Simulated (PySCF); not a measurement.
How the method changes the constants of GeC

State: ³Π (triplet), unpaired electrons σ ↑, π ↑. Set-up: basis Ge def2-TZVPP, C def2-TZVPP; no relativity; PySCF 2.14. De refers to Ge + C in their high-spin ground configurations, without counterpoise correction. The functionals are run spin-unrestricted. A positive dipole means Ge(−)C(+). Levels whose curve was spin-contaminated or gave no clean fit are not listed.

```json
{"Level": "ROHF", "Re (Å)": "1.770", "ωe (cm⁻¹)": "914", "De (eV)": "1.62", "μ (D)": "-1.72"}
{"Level": "ROHF-MP2", "Re (Å)": "1.800", "ωe (cm⁻¹)": "861", "De (eV)": "3.67", "μ (D)": "n/a"}
{"Level": "ROHF-SCS-MP2", "Re (Å)": "1.801", "ωe (cm⁻¹)": "855", "De (eV)": "3.45", "μ (D)": "n/a"}
{"Level": "ROHF-CCSD", "Re (Å)": "1.802", "ωe (cm⁻¹)": "829", "De (eV)": "3.42", "μ (D)": "n/a"}
{"Level": "ROHF-CCSD(T)", "Re (Å)": "1.814", "ωe (cm⁻¹)": "805", "De (eV)": "3.72", "μ (D)": "n/a"}
{"Level": "PBE", "Re (Å)": "1.812", "ωe (cm⁻¹)": "802", "De (eV)": "4.33", "μ (D)": "-1.95"}
{"Level": "BP86", "Re (Å)": "1.814", "ωe (cm⁻¹)": "797", "De (eV)": "4.29", "μ (D)": "-1.94"}
{"Level": "r²SCAN", "Re (Å)": "1.800", "ωe (cm⁻¹)": "810", "De (eV)": "4.04", "μ (D)": "-1.68"}
{"Level": "PBE0", "Re (Å)": "1.795", "ωe (cm⁻¹)": "827", "De (eV)": "3.88", "μ (D)": "-1.89"}
{"Level": "B97-3", "Re (Å)": "1.804", "ωe (cm⁻¹)": "817", "De (eV)": "3.80", "μ (D)": "-2.01"}
{"Level": "MN15", "Re (Å)": "1.794", "ωe (cm⁻¹)": "819", "De (eV)": "3.82", "μ (D)": "-1.73"}
{"Level": "ωB97X-V", "Re (Å)": "1.789", "ωe (cm⁻¹)": "837", "De (eV)": "3.68", "μ (D)": "-1.95"}
```

Question: Which functional lies closest to ROHF-CCSD(T) in De, which farthest, and by how much do they differ from it?

Answer: Closest is ωB97X-V (-2.5 pm in Re, +4.0 % in ωe, -0.04 eV in De against ROHF-CCSD(T) in the same basis), farthest PBE (-0.2 pm in Re, -0.4 % in ωe, +0.61 eV in De). CCSD(T) converges more slowly with the basis than the functionals do and binds too weakly in this one, so the order can change at the basis-set limit.

Question: What does the step from GGA to meta-GGA do here, going from PBE to r²SCAN?

Answer: r²SCAN less PBE: -1.2 pm in Re, +1.0 % in ωe, -0.29 eV in De. 

Question: What does all correlation do here, going from ROHF to ROHF-CCSD(T)?

Answer: ROHF-CCSD(T) less ROHF: +4.4 pm in Re, -11.9 % in ωe, +2.10 eV in De. Correlation nearly always deepens the well. The bond lengthens, as in strong covalent bonds, where excitations into antibonding orbitals dominate.

Correlated steps freeze 10 core orbitals. Spin–orbit coupling is left out. The CCSD T1 diagnostic is raised, a sign that a single reference may not be enough here. UHF is strongly spin-contaminated for GeC, so the ROHF reference used there is far from stable. The state was picked by a PBE0 search and need not be the measured ground state.

The whole job (state search and all levels along the bond) took about 8.9 min on 1 thread of AMD EPYC 7R43 64-Core (shared host), peak memory 2 GiB.
